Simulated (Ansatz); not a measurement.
Ansatz (a program for electronic structure) input:

Ansatz 0.2 input:
```yaml
crystal:
  periodic: [false, false, false]
  atoms:
    - {symbol: Be, position_ang: [-0.00000000, -0.00000000, -1.40761641]}
    - {symbol: O, position_ang: [0.00000000, 0.00000000, 0.00000000]}
    - {symbol: Be, position_ang: [0.00000000, 0.00000000, 1.40761641]}
basis:
  gaussian:
    orbitals: def2-TZVP
hamiltonian:
  xc: b3lyp
  dispersion: d3bj
magnetization: {spin_polarized: true, initial_magnetization: 2}
phonons: {temperatures: {t_min: 298.15, t_max: 298.15, t_step: 100}}
```

**Question.** Which total energy does the run end on?

**Answer.** -104.78233 Eh (B3LYP-D3(BJ)/def2-TZVP). The basis has 69 functions.

This is an excited triplet: at this geometry the singlet lies 0.19 eV lower at CCSD(T)/CBS(def2-TZVPPD,def2-QZVPPD).
